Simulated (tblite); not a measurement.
C₅H₄N₃S (doublet state).
SMILES with atom numbers: `[N:1]#[C:2][c:3]1[c:4][n:5][s:6][c:7]1[CH2:8][NH2:9]` (hydrogens: H10, H11 on C8; H12, H13 on N9)
Bond orders are those of one Lewis drawing.

Computed with GFN2-xTB (tblite), gas phase: L-BFGS steps from a force-field or distance-geometry start until the largest atomic force falls under 0.01 eV/Å.

Step 26: E = -669.2564 eV
```
atom  x, y, z in Å  |  force x, y, z in eV/Å
N1      0.2798    2.9768   -0.4392    0.028   0.003   0.013
C2      0.7051    1.9215   -0.2950   -0.025  -0.017  -0.015
C3      1.1737    0.6132   -0.1111   -0.001   0.008  -0.001
C4      2.4734    0.2012    0.2430    0.024   0.009   0.009
N5      2.7197   -1.0198    0.3943    0.004   0.019  -0.013
S6      1.3431   -1.9347    0.1047   -0.018  -0.023  -0.006
C7      0.3916   -0.5291   -0.2349   -0.004   0.013   0.010
C8     -1.0832   -0.5854   -0.5028    0.011  -0.006   0.000
N9     -1.8869   -0.1793    0.6300   -0.034   0.005   0.005
H10    -1.3596   -1.6112   -0.7621    0.014  -0.014  -0.017
H11    -1.3316    0.0715   -1.3424    0.001  -0.011  -0.001
H12    -1.6693   -0.7272    1.4545    0.000   0.002   0.011
H13    -1.7601    0.8030    0.8434    0.001   0.013   0.004
```

Step 27: E = -669.2567 eV
```
atom  x, y, z in Å  |  force x, y, z in eV/Å
N1      0.2864    2.9801   -0.4366    0.024   0.002   0.010
C2      0.7074    1.9228   -0.2947   -0.025  -0.010  -0.012
C3      1.1739    0.6137   -0.1118   -0.007   0.012   0.001
C4      2.4740    0.2019    0.2411    0.028   0.011   0.010
N5      2.7212   -1.0189    0.3923   -0.008   0.020  -0.019
S6      1.3438   -1.9330    0.1032   -0.011  -0.047   0.002
C7      0.3912   -0.5283   -0.2343   -0.003   0.013   0.013
C8     -1.0840   -0.5870   -0.5014    0.020  -0.002  -0.008
N9     -1.8897   -0.1798    0.6291   -0.032   0.004   0.007
H10    -1.3591   -1.6138   -0.7586    0.017  -0.010  -0.017
H11    -1.3315    0.0677   -1.3427   -0.006  -0.007  -0.007
H12    -1.6735   -0.7273    1.4540   -0.001  -0.002   0.020
H13    -1.7644    0.8026    0.8429    0.004   0.016   0.000
```

Step 28: E = -669.2569 eV
```
atom  x, y, z in Å  |  force x, y, z in eV/Å
N1      0.2944    2.9840   -0.4334    0.017   0.003   0.006
C2      0.7096    1.9240   -0.2947   -0.021   0.000  -0.005
C3      1.1742    0.6144   -0.1126   -0.011   0.010   0.004
C4      2.4750    0.2030    0.2390    0.020   0.009   0.006
N5      2.7227   -1.0176    0.3897   -0.018   0.012  -0.024
S6      1.3444   -1.9318    0.1014    0.001  -0.050   0.011
C7      0.3907   -0.5272   -0.2332    0.000   0.006   0.014
C8     -1.0847   -0.5889   -0.4998    0.021   0.003  -0.011
N9     -1.8936   -0.1803    0.6282   -0.017   0.001   0.007
H10    -1.3580   -1.6170   -0.7551    0.021  -0.002  -0.014
H11    -1.3316    0.0630   -1.3432   -0.013  -0.003  -0.012
H12    -1.6784   -0.7273    1.4537   -0.003  -0.001   0.024
H13    -1.7691    0.8022    0.8423    0.005   0.011  -0.007
```

Task: Estimate the geometry and energy of step 29. (The exact step hangs on the optimiser's Hessian estimate; all steps are aligned on step 28, rigid shifts and turns removed.)

Result: E = -669.2570 eV, largest force 0.035 eV/Å
```
atom  x, y, z in Å  |  force x, y, z in eV/Å
N1      0.3007    2.9870   -0.4309    0.008   0.009   0.001
C2      0.7109    1.9248   -0.2948   -0.014   0.006   0.002
C3      1.1743    0.6150   -0.1131   -0.012   0.004   0.007
C4      2.4759    0.2042    0.2375    0.002   0.002  -0.001
N5      2.7234   -1.0165    0.3873   -0.018  -0.002  -0.022
S6      1.3447   -1.9317    0.1002    0.010  -0.030   0.016
C7      0.3905   -0.5264   -0.2320    0.001  -0.004   0.014
C8     -1.0850   -0.5903   -0.4986    0.011   0.007  -0.007
N9     -1.8968   -0.1807    0.6276    0.004  -0.003   0.005
H10    -1.3566   -1.6193   -0.7528    0.023   0.006  -0.009
H11    -1.3319    0.0595   -1.3437   -0.014   0.000  -0.012
H12    -1.6820   -0.7271    1.4539   -0.007   0.002   0.020
H13    -1.7725    0.8021    0.8418    0.004   0.003  -0.012
```

The energy changes by -0.0002 eV. The first-order estimate −F·Δx gives -0.0002 eV and the mean of the old and new forces, exact on a quadratic surface, -0.0002 eV. The step makes an angle of 77° with the force vector and moves no atom by more than 0.007 Å.

What follows is the cost of the whole relaxation. Time: 0.25 s wall. Hardware: Arm Neoverse V1, one thread, no GPU, shared host with 32 logical CPUs at a one-minute load of 20.
